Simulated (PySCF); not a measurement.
# A small calculation by hand: oscillator strength and radiative lifetime

AlFGeH4O, SMILES [OH][Al]([GeH3])[F].

Geometry: PBE0-D3(BJ)/def2-SVP. The structure was generated by enumeration; whether it is a known compound was not checked. The values are those of a single conformer.

TDDFT-CAM-B3LYP/def2-SVPD in PySCF 2.14.0 puts the first singlet state with f over 0.02 at 6.42 eV (vertical), with the transition dipole (-0.170, -0.460, -0.422) in atomic units.

Find the oscillator strength, the wavelength and the radiative lifetime that this transition would have in vacuum if emission retraced absorption.


|μ|² = 0.4186 au, so |μ| = 1.64 D. ΔE = 6.42/27.211 = 0.2359 hartree. f = (2/3) ΔE |μ|² = 0.066 (the program prints 0.066).
λ = 1239.84/6.42 = 193 nm; ν = 51781 cm⁻¹.
Einstein's coefficient A = 0.6670 ν² f s⁻¹ (ν in cm⁻¹) = 1.2e8 s⁻¹, so τ = 1/A = 8.5 ns. This state is S1. The figure is the radiative limit of this one transition; relaxation, internal conversion, crossing to triplets and a medium change what is measured.
